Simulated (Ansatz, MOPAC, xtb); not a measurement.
Spectroscopic constants of LiS, multiplicity 2 (lowest of 2S+1 = 2, 4 at CCSD(T)/def2-TZVPP on PBE0 minima; our sources give no spin for the ground state, which may be another).

Seven points along R, fitted to fifth degree in 1/R; most abundant isotopes. In def2 and cc sets the state is the lowest found near the PBE0 minimum, followed along R.

Codes used: Ansatz (a quantum-chemistry and plane-wave program); MOPAC for PM3, PM6 (differences of heats of formation); xtb for the GFN methods. Values without a source in brackets are computed. The GFN methods have no spin term and hold the electronic entropy of 300 K.

```
level                                          r_e (Å)  ω_e (cm⁻¹)  ω_e x_e (cm⁻¹)  α_e (cm⁻¹)  D_e (eV)  dipole (D)
---------------------------------------------  -------  ----------  --------------  ----------  --------  ----------
PM3                                              2.204         456             1.5    -0.00078         -           -
PM6                                              2.087         608             3.5      0.0058         -           -
GFN2-xTB                                         2.132         536             5.7       0.010         -           -
SVWN5/def2-TZVPP                                 2.134         586             3.9      0.0071      3.57        6.67
PBE/def2-TZVPP                                   2.154         575             3.9      0.0070      3.16        6.71
r2SCAN/def2-TZVPP                                2.159         579             3.8      0.0068      3.21        7.05
B97M-V/def2-TZVPP                                2.150         586             3.9      0.0068      3.32        6.92
B3LYP/def2-TZVPP                                 2.149         582             3.8      0.0068      3.16        6.84
PBE0/def2-TZVPP                                  2.145         588             3.9      0.0069      3.10        6.95
BHLYP/def2-TZVPP                                 2.139         597             3.8      0.0067      3.06        7.03
CAM-B3LYP/def2-TZVPP                             2.136         595             3.7      0.0068      3.18        6.93
wB97X-V/def2-TZVPP                               2.148         592             3.7      0.0066      3.23        7.10
wB97M-V/def2-TZVPP                               2.150         582             3.7      0.0068      3.33        6.95
B2PLYP/def2-TZVPP                                2.150         586             3.8      0.0067      3.11           -
CCSD/aug-cc-pV(T+d)Z                             2.174         571             3.7      0.0066         -           -
CCSD/def2-TZVPP                                  2.158         586             3.8      0.0066      2.91           -
CCSD/aug-cc-pV(Q+d)Z                             2.168         575             3.7      0.0066         -           -
CCSD/def2-QZVPP                                  2.158         581             3.7      0.0066      3.10           -
CCSD(T)/aug-cc-pV(T+d)Z                          2.178         567             3.7      0.0066         -           -
CCSD(T)/def2-TZVPP                               2.159         583             3.8      0.0066      2.97           -
CCSD(T)/aug-cc-pV(Q+d)Z                          2.171         571             3.7      0.0067         -           -
CCSD(T)/def2-QZVPP                               2.160         578             3.7      0.0067      3.17           -
CCSD(T)/CBS(aug-cc-pV(T+d)Z, aug-cc-pV(Q+d)Z)    2.168         574             3.8      0.0067         -           -
```

D_e counts from each atom's lowest state at the same level, without counterpoise or zero-point energy.

Correlated levels freeze the inner cores; with def2 sets outer-core shells near the valence are correlated too. CBS(a, b) extrapolates the correlation energy as X⁻³ and adds the Hartree–Fock energy of set b. The state that PM3, PM6 reach isn't checked.

Measured for the ground state: B_e 0.63404 cm-1, α_e 0.0067906 cm-1 [NIST CCCBDB]. D_0 3.2 ± 0.078 eV (a handbook's tabulated 298 K bond energy less 3RT/2; such tables hold older values) [Luo, bond dissociation energies, CRC Handbook].
